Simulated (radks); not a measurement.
Valence configurations of neutral silver (all share [Kr]). All-electron calculation, scalar-relativistic Kohn-Sham, SCAN, spin-polarised, spherical densities, finite nucleus; open shells are filled with parallel spins first (spin-orbit coupling, left out, can overturn this in heavy ions); meta-GGA in the generalised Kohn-Sham scheme; Fermi nuclear charge, rms radius 4.5454 fm. Program: a radial shooting solver on a logarithmic mesh with Libxc functionals. Energies are relative to 4d10 5s1; eigenvalues in eV for spin up.

valence           E (eV)  moment (Bohr magnetons)    e(4d)   e(5p)    e(5s)
4d10 5s1           0.000                        1   -7.695       -   -5.138
4d10 5s0.5 5p0.5   2.143                        1   -8.710  -1.442   -5.569
4d10 5p1           4.163                        1   -9.653  -1.912        -
4d9 5s1 5p1        7.972                        3  -13.141  -2.526   -7.596
4d9 5p2           13.114                        3  -14.620  -3.232        -
4d8 5s1 5p2       18.595                        5  -18.294  -3.922   -9.905
4d8 5p3           24.617                        5  -19.627  -4.515        -
4d7 5s1 5p3       31.763                        7  -23.464  -5.148  -11.911

NIST lists [Kr] 4d10 5s1 as the ground configuration; this level of theory agrees among the configurations tried. The energies are those of spherical high-spin densities, not of single terms. No valid solution was reached for [Kr] 4d9 5s2; [Kr] 4d7 5s2 5p2.
